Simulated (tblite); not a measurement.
Input of a run (GFN2-xTB geometry optimisation, gas phase (tblite 0.8.0)), started from a force field or distance geometry:
```
{"job": {"kind": "relax", "xc": "GFN2-xTB", "basis": "xTB"}, "charge": 0, "multiplicity": 1}
C     -1.721700     1.109600    -0.883100
C     -0.876000    -0.081600    -0.494500
C     -1.577400    -0.927000     0.581300
C      0.507400     0.388500    -0.003400
O      1.326500    -0.760000     0.257400
Si     2.872500    -0.517500     0.800700
H     -1.903500     1.780700    -0.033200
H     -1.238200     1.698900    -1.668200
H     -2.699500     0.781600    -1.259200
H     -0.734200    -0.726100    -1.361600
H     -1.015500    -1.823500     0.825500
H     -1.740500    -0.353500     1.501000
H     -2.573800    -1.247200     0.228400
H      0.400800     0.973700     0.920100
H      0.969200     1.019300    -0.763700
H      3.619900     0.303400    -0.171400
H      2.824400     0.216200     2.096700
H      3.550800    -1.829200     0.988900
```

Output (eV, eV/Å):
```
step      E/eV     max force
  0    -558.71683    1.159
  1    -558.76834    0.671
  2    -558.79120    0.413
  3    -558.80108    0.344
  4    -558.80864    0.321
  5    -558.81498    0.289
  6    -558.82499    0.322
  7    -558.83554    0.337
  8    -558.84304    0.257
  9    -558.84726    0.131
 10    -558.85003    0.180
 11    -558.85339    0.209
 12    -558.85687    0.172
 13    -558.85924    0.119
 14    -558.86059    0.115
 15    -558.86170    0.096
 16    -558.86281    0.088
 17    -558.86377    0.075
 18    -558.86469    0.068
 19    -558.86577    0.086
 20    -558.86716    0.107
 21    -558.86881    0.089
 22    -558.87060    0.103
 23    -558.87239    0.107
 24    -558.87409    0.091
 25    -558.87554    0.086
 26    -558.87666    0.101
 27    -558.87761    0.105
 28    -558.87855    0.084
 29    -558.87942    0.073
 30    -558.88013    0.053
 31    -558.88069    0.051
 32    -558.88125    0.072
 33    -558.88188    0.076
 34    -558.88260    0.062
 35    -558.88335    0.069
 36    -558.88399    0.053
 37    -558.88439    0.048
 38    -558.88459    0.030
 39    -558.88472    0.026
 40    -558.88484    0.024
 41    -558.88498    0.029
 42    -558.88509    0.024
 43    -558.88515    0.019
 44    -558.88521    0.018
 45    -558.88526    0.021
 46    -558.88532    0.020
 47    -558.88537    0.023
 48    -558.88542    0.023
 49    -558.88546    0.018
 50    -558.88551    0.019
 51    -558.88554    0.014
 52    -558.88557    0.015
 53    -558.88560    0.015
 54    -558.88563    0.018
 55    -558.88567    0.019
 56    -558.88572    0.015
 57    -558.88577    0.016
 58    -558.88582    0.016
 59    -558.88586    0.017
 60    -558.88590    0.014
 61    -558.88592    0.010
 62    -558.88594    0.009
```

Summarise the run.

The energy falls by 16.3 kJ/mol over 62 L-BFGS steps, the largest force on an atom goes from 1.16 to 0.009 eV/Å, and the atoms move by 0.168 Å rms after alignment. The bond that changes most is O5–Si6 (silyl ether oxygen to oxygen-bound silicon), which shortens by 0.041 Å. Bonds longer at the end by more than 0.005 Å: 3 of 17; shorter: 12. Among the angles that change most is C4–O5–Si6, from 118.4° to 129.9°. The energy never rose by more than 1e-5 eV on the way. The first step brought 30 % of the lowering.

What are the final bond lengths?

C1–C2 1.526 Å, C2–C3 1.526 Å, C2–C4 1.531 Å, C4–O5 1.397 Å, O5–Si6 1.616 Å, C1–H7 1.088 Å, C1–H8 1.088 Å, C1–H9 1.087 Å, C2–H10 1.095 Å, C3–H11 1.087 Å, C3–H12 1.088 Å, C3–H13 1.087 Å, C4–H14 1.098 Å, C4–H15 1.098 Å, Si6–H16 1.467 Å, Si6–H17 1.467 Å, Si6–H18 1.453 Å. Numbering counts from 1 in the input's order; the species is `CC(C)CO[SiH3]`.

Its GFN2-xTB frequencies are all real (lowest 28 cm⁻¹). One conformer, not necessarily the lowest.

Shape of the structure used: `[CH3:1][CH:2]([CH3:3])[CH2:4][O:5][SiH3:6]`: C1–C2–C4–O5 -173°, C2–C4–O5–Si6 -179°.

The numbers are calculated, not measured.
